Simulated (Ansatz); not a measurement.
SnF2⁻, relaxed as a doublet with UKS B3LYP-D4/def2-TZVPD in Ansatz, starting from the GFN2-xTB geometry. Force threshold 0.02 eV/Å.

In the def2 sets Sn takes a core potential; there is no spin–orbit coupling. The highest occupied level of the charge -1 doublet lies above zero (up to 0.93 eV). By energy differences its removal costs 1.18 eV (vertical, to the charge 0 singlet, at CCSD(T)/def2-TZVPPD). The relaxation made no stability test and no search for a lower SCF solution. The structure comes from a short search, and lower isomers may exist.

Start:

Cartesian coordinates in Å:
```
Sn 0.363 0.422 0.619
F -0.968 1.387 -0.936
F 0.605 -1.809 0.317
```

```
step  energy (eV)  largest force component (eV/Å)  SCF passes
   1  -11273.0611                           1.249          17
   2  -11273.4519                           0.310          27
   3  -11273.5390                           0.243          26
   4  -11273.5414                           0.060          22
   5  -11273.5415                           0.000          22
```

Force components are those of the run's own axes.

End:

Cartesian coordinates in Å:
```
Sn 0.400 0.464 0.681
F -0.829 1.046 -0.842
F 0.429 -1.509 0.160
```

By distances, no bond broke or formed. The bond that changes most is Sn1–F3, from 2.27 to 2.04 Å (atoms count from 1).

No frequencies were taken in this run, so the end may be a saddle point.

It took 6.5 s on 4 threads of Arm Neoverse V2 on a shared host.
